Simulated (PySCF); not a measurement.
A structure optimised at PBE-D3(BJ)/def2-TZVPD, used in a PySCF frequency run:

```
O
H 1 0.9902
H 1 0.9902 2 111.45
H 1 0.9902 2 111.45 3 -125.21
```
Charge +1, spin multiplicity 1.

Q: Write its SMILES, formula and point group.

A: [OH3+], H3O, C3v

Q: What are its rotational constants (standard atomic weights)?

A: 321.25, 321.25, 187.19 GHz
